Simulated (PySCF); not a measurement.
Species: C7H11BSi.
SMILES: `B1C=CC(=CC=C1)C[SiH3]`

Torsions of this conformer, `[SiH3:1][CH2:2][C:3]1=[CH:4][CH:5]=[CH:6][BH:7][CH:8]=[CH:9]1`: Si1–C2–C3–C4 95°.

The closed-shell ground state was solved at several levels (PySCF, density fitting, gas phase, non-relativistic). Geometry: PBE0-D3(BJ)/def2-SVP, one conformer, isolated molecule.

| level | basis functions | HOMO (eV) | LUMO (eV) | gap (eV) | dipole (D) |
| --- | --- | --- | --- | --- | --- |
| PBE0/pcSseg-1 | 215 | -6.88 | -1.97 | 4.91 | 2.65 |
| CAM-B3LYP/def2-SVPD | 272 | -7.96 | -0.95 | 7.01 | 2.60 |

(1) What might wB97X-D/pcSseg-1 (215 basis functions) give for the same quantities?

(2) Over all these levels, which gives the widest orbital gap and which the narrowest?

(3) How far do the dipole and the HOMO energy spread over the levels?

Answers

(1) HOMO -8.53 eV, LUMO -0.29 eV, gap 8.24 eV, dipole 2.58 D.

(2) wB97X-D/pcSseg-1 (range-separated hybrid) has the widest, 8.24 eV, and PBE0/pcSseg-1 (global hybrid, 25 % exact exchange) the narrowest, 4.91 eV. The two share the basis. From the narrowest to the widest the HOMO moves by -1.65 eV and the LUMO by +1.68 eV.

(3) The dipole runs from 2.58 to 2.65 D (mean 2.61 D) and the HOMO from -8.53 to -6.88 eV.
